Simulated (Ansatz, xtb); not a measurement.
**C2H5F3GeO: 8 structures ranked**

8 gas-phase structures of C2H5F3GeO, from a drawn sample of its isomers (lower ones may exist). Each was relaxed with GFN2-xTB; where two conformers were screened, the lower at r2SCAN-D4/def2-SVP is listed:

A. `CO[CH2][Ge]([F])([F])[F]`, a singlet
B. `C[C@@H](F)[Ge]([OH])([F])[F]`, a singlet
C. `C[C@H](F)[O][GeH]([F])[F]`, a singlet
D. `[OH][Ge]([F])([F])[CH2]CF`, a singlet
E. `CC[O][Ge]([F])([F])[F]`, a singlet
F. `C[C@H](O)[Ge]([F])([F])[F]`, a singlet
G. `OC[CH2][Ge]([F])([F])[F]`, a singlet
H. `[CH3][Ge]([F])([F])[O]CF`, a singlet

Q: Which do you expect lowest at r2SCAN-D4/def2-SVP, and how would the others follow?

A: Calculated order at r2SCAN-D4/def2-SVP: E (0.000), G (0.242), H (0.513), D (0.520), F (0.699), C (0.699), B (0.746), A (1.001) eV. Less than 1 kcal/mol parts H and D; F and C, so the order within those pairs means little.

Energies above the lowest of each column, in eV; the last columns are at PBE0-D4/def2-SVP geometries and were run for some of them only (a dash: not run or not comparable):

```json
{"structure": "E", "GFN2-xTB": "0.000", "HF/STO-3G": "0.000", "r2SCAN-D4/def2-SVP": "0.000", "PBE0-D4/def2-SVP": "0.000", "CCSD(T)/def2-SVP + ΔMP2/def2-TZVPP": "0.000"}
{"structure": "G", "GFN2-xTB": "0.336", "HF/STO-3G": "0.776", "r2SCAN-D4/def2-SVP": "0.242", "PBE0-D4/def2-SVP": "0.185", "CCSD(T)/def2-SVP + ΔMP2/def2-TZVPP": "0.337"}
{"structure": "H", "GFN2-xTB": "0.586", "HF/STO-3G": "0.123", "r2SCAN-D4/def2-SVP": "0.513", "PBE0-D4/def2-SVP": "0.455", "CCSD(T)/def2-SVP + ΔMP2/def2-TZVPP": "0.655"}
{"structure": "D", "GFN2-xTB": "0.530", "HF/STO-3G": "0.599", "r2SCAN-D4/def2-SVP": "0.520", "PBE0-D4/def2-SVP": "–", "CCSD(T)/def2-SVP + ΔMP2/def2-TZVPP": "–"}
{"structure": "F", "GFN2-xTB": "0.214", "HF/STO-3G": "2.214", "r2SCAN-D4/def2-SVP": "0.699", "PBE0-D4/def2-SVP": "–", "CCSD(T)/def2-SVP + ΔMP2/def2-TZVPP": "–"}
{"structure": "C", "GFN2-xTB": "0.297", "HF/STO-3G": "0.222", "r2SCAN-D4/def2-SVP": "0.699", "PBE0-D4/def2-SVP": "–", "CCSD(T)/def2-SVP + ΔMP2/def2-TZVPP": "–"}
{"structure": "B", "GFN2-xTB": "0.599", "HF/STO-3G": "0.854", "r2SCAN-D4/def2-SVP": "0.746", "PBE0-D4/def2-SVP": "–", "CCSD(T)/def2-SVP + ΔMP2/def2-TZVPP": "–"}
{"structure": "A", "GFN2-xTB": "0.442", "HF/STO-3G": "1.403", "r2SCAN-D4/def2-SVP": "1.001", "PBE0-D4/def2-SVP": "–", "CCSD(T)/def2-SVP + ΔMP2/def2-TZVPP": "–"}
```

Every level run on E puts it lowest or level with the lowest. Flexible structures stand in one conformer each, not always the lowest. Frequencies (GFN2-xTB) were run for E, G, H alone. ΔMP2 is the change of the MP2 energy from the smaller to the larger basis.

Over these structures GFN2-xTB departs from r2SCAN-D4/def2-SVP by 0.229 eV on average once a common shift is removed. A GFN2-xTB relaxation took about 0.18 s and the r2SCAN-D4/def2-SVP energy about 2.4 s on a shared host (Ansatz 0.2.0, xtb 6.7.1).
